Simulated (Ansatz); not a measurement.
Reaction (homolysis of the S–Si bond): `CO[Si](F)(S)Cl` → `[SH]`• + `CO[Si](F)Cl`•

Calculated with Ansatz (gas phase, PBE0-D4/def2-TZVP geometries, no zero-point term in ΔE). CCSD(T)/CBS is the MP2 limit (def2-TZVPP, def2-QZVPP) plus CCSD(T) − MP2 in def2-TZVPP, frozen cores. This one scheme is used for every species. DFT in def2-TZVPP. B3LYP here is the variant with VWN-RPA as its local correlation; programs differ in this. No spin–orbit coupling; open shells (•) take unrestricted orbitals. One conformer a species, not always the lowest.

```tsv
level	ΔE (eV)	difference from CCSD(T)/CBS
PBE-D4	4.09	-0.17
PBE0-D4	4.13	-0.13
B3LYP-D4	4.00	-0.26
ωB97X-V	4.24	-0.02
r2SCAN	4.01	-0.25
HF/def2-TZVPP	3.03	-1.23
SCS-MP2/def2-TZVPP	4.19	-0.07
CCSD/def2-TZVPP	4.01	-0.25
HF/def2-QZVPP	3.01	-1.25
SCS-MP2/def2-QZVPP	4.28	0.02
CCSD(T)/CBS	4.26	0
```

Largest T1 diagnostic among the species: 0.013.

In def2-TZVPP, CCSD(T) changes the Hartree–Fock value by +1.09 eV (the triples alone add +0.10 eV) and MP2 by +1.26 eV; breaking electron pairs costs correlation energy, which Hartree–Fock lacks. From PBE to PBE0 (25 % exact exchange), in def2-TZVPP and without D4, ΔE moves by +0.05 eV.
